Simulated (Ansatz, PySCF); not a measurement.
BaF (SMILES [F][Ba+]), charge +1, singlet, geometry from GFN2-xTB (such geometries of metal compounds can be far from the true shape) (core potentials on Ba), with bond 1-2 at 2.4 times its length. Base run: CASSCF(4,6)/def2-SVP (PySCF).

PySCF was given this input:
```python
from pyscf import gto, scf, mcscf
import numpy

mol = gto.M(
    atom='''
Ba    0.000000    0.000000   -3.615954
F     0.000000    0.000000    2.024934
''',
    basis='def2-svp',
    ecp={'Ba': 'def2-svp'},
    charge=1,
    spin=0,
    verbose=4,
)

mf = scf.RHF(mol)
mf.kernel()
mc = mcscf.CASSCF(mf, 6, 4)
mc.fix_spin_(ss=0.0)
mc.kernel()
occ = numpy.linalg.eigvalsh(mc.fcisolver.make_rdm1(mc.ci, mc.ncas, mc.nelecas))[::-1]
ss = mc.fcisolver.spin_square(mc.ci, mc.ncas, mc.nelecas)[0]
print('natural occupations', occ.round(4), ' <S^2>', round(ss, 4))
```

Programs used: Ansatz (a quantum-chemistry and plane-wave program), PySCF; a row that names a program was run with it.

The base run was repeated with changes; each row names its change, and settings that it needs were set with it.

| change | ΔE vs base (kcal/mol) | natural occupations | <S^2> of the state | outcome |
|---|---|---|---|---|
| base | 0.000 | 1.99 1.05 0.95 0.01 0.00 0.00 | 0.00 | converged |
| solver = newton | 0.000 | 1.99 1.05 0.95 0.01 0.00 0.00 | 0.00 | converged |
| start = MP2 natural orbitals | -0.059 | 1.99 1.05 0.95 0.01 0.00 0.00 | 0.00 | converged |
| orbitals = fixed (CASCI) | 68.1 | 2.00 1.17 0.83 0.00 0.00 0.00 | 0.00 | converged |
| fix_spin_ = off | 0.088 | 1.99 1.00 1.00 0.01 0.00 0.00 | 2.00 | converged |
| code = ansatz | -4.33 | - | - | converged |
| code = ansatz; correction = SC-NEVPT2, all electrons | -130.2 | - | - | converged |
| active space = 8 electrons, 9 orbitals | - | - | - | not converged |
| state_average = 2 states | -0.607 | - | - | converged |
| active space = 6 electrons, 8 orbitals | -20.85 | 1.99 1.99 1.06 0.94 0.01 0.01 0.00 0.00 | 0.00 | converged |
| active space = 6 electrons, 6 orbitals | 5.05 | 1.99 1.99 1.04 0.96 0.01 0.01 | 0.00 | converged |

Active orbitals are taken around the Fermi level unless the row says otherwise; CASSCF can end in different local minima, and two programs can end on different orbitals. State-averaged rows give the lowest state.
